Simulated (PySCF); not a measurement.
B(Me)(NCO)2 (C3H3BN2O2), SMILES O=C=NB(N=C=O)C.

Coordinates come from a PBE-D3(BJ)/def2-SVP optimisation. The values are those of a single conformer.

These are PySCF with PBE-D3(BJ)/def2-SVP values and carry that method's errors.

Frequencies are harmonic and unscaled.

Computed normal modes with their intensities:
| mode | ν (cm⁻¹) | IR (km/mol) | moving atoms (share of kinetic energy) |
|---|---|---|---|
| 1 | 20 | 0.2 | O 59 %, N 19 %, C 13 % |
| 2 | 24 | 0.2 | H 98 % |
| 3 | 34 | 1.0 | N 46 %, C 23 %, O 21 %, H 10 % |
| 4 | 73 | 0.0 | N 47 %, O 35 % |
| 5 | 133 | 0.0 | N 78 %, O 17 % |
| 6 | 317 | 2.3 | N 37 %, C 28 %, H 26 % |
| 7 | 370 | 3.4 | N 50 %, O 25 %, C 22 % |
| 8 | 450 | 1.9 | B 47 %, H 38 %, N 11 % |
| 9 | 544 | 17.2 | C 75 %, O 18 % |
| 10 | 544 | 11.2 | C 73 %, O 17 %, N 9 % |
| 11 | 588 | 23.3 | C 48 %, N 23 %, O 15 %, H 10 % |
| 12 | 593 | 0.0 | C 72 %, N 14 %, O 14 % |
| 13 | 594 | 41.6 | C 71 %, N 15 %, O 14 % |
| 14 | 793 | 17.6 | H 60 %, C 21 %, B 9 % |
| 15 | 834 | 36.3 | H 47 %, B 32 %, C 18 % |
| 16 | 1073 | 383.2 | B 56 %, O 21 %, H 12 % |
| 17 | 1092 | 131.0 | B 61 %, H 23 % |
| 18 | 1271 | 87.1 | H 64 %, C 28 % |
| 19 | 1372 | 0.3 | H 96 % |
| 20 | 1389 | 4.3 | H 94 % |
| 21 | 1549 | 46.4 | N 53 %, O 33 %, B 10 % |
| 22 | 1588 | 264.5 | N 48 %, O 27 %, B 21 % |
| 23 | 2392 | 2692.6 | C 69 %, N 20 %, O 11 % |
| 24 | 2439 | 345.3 | C 67 %, N 22 %, O 11 % |
| 25 | 2967 | 0.2 | H 96 % |
| 26 | 3050 | 4.2 | H 92 %, C 8 % |
| 27 | 3092 | 6.7 | H 90 %, C 10 % |
